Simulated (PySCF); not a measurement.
**Spin states of InPb⁺**

Unrestricted PBE0; PySCF, scalar-relativistic core potentials, basis sets In cc-pVDZ-PP with ECP28, Pb cc-pVDZ-PP with ECP60. Outer shells of the fragments: In+ 4d10 5s2; Pb 5d10 6s2 6p2.

Followed along the bond (rough minima from three points):

| 2Ms+1 | unpaired | ⟨S²⟩ at the start | R at minimum (Å) | Te (eV) |
| --- | --- | --- | --- | --- |
| 3 | σ ↑, π ↑ | 2.01 | 3.33 | 0.00 |
| 1 | σ ↑, π ↓ | 1.01 | 3.31 | 0.22 |
| 1 | none | 0.00 | 3.52 | 0.41 |
| 3 | π ↑↑ | 2.00 | 2.96 | 0.53 |
| 1 | π ↑↓ | 1.00 | 2.96 | 0.76 |

Solutions found at the starting distance of 2.885 Å, counted from the lowest of them; the search is not exhaustive and high or unbound solutions are not listed, so other states can lie among these:

```tsv
2Ms+1	unpaired	term	E (eV)	⟨S²⟩	⟨Lz²⟩	μ (D)
3	σ ↑, π ↑	³Π	0.00	2.01	1.00	-2.12
1	σ ↑, π ↓	mixed	0.20	1.01	1.00	-2.09
3	π ↑↑	³Σ⁻	0.32	2.00	0.00	-3.64
1	π ↑↓	mixed	0.54	1.00	2.01	-3.44
1	none	¹Σ⁺	0.83	0.00	0.00	-0.01
1	none	mixed	1.11	0.00	2.00	-2.96
3	π ↑↑	mixed	2.48	2.01	2.01	0.30
3	σ ↑↑, π ↑↓	mixed	4.38	3.01	2.01	-3.23
3	σ ↑↑	³Σ⁺	4.66	2.00	0.00	1.37
3	σ ↑↑	mixed	4.80	2.32	2.00	-2.68
3	σ ↑↑↑, π ↓	mixed	8.50	3.00	1.00	-3.01
```

A term symbol is given only where ⟨S²⟩ and ⟨Lz²⟩ are close to those of a pure state; real π, δ and φ orbitals otherwise mix terms. A positive dipole points towards Pb; it is taken about the centre of mass and depends on that origin.

Spin–orbit coupling is left out, which matters for elements this heavy, above all for dissociation energies.
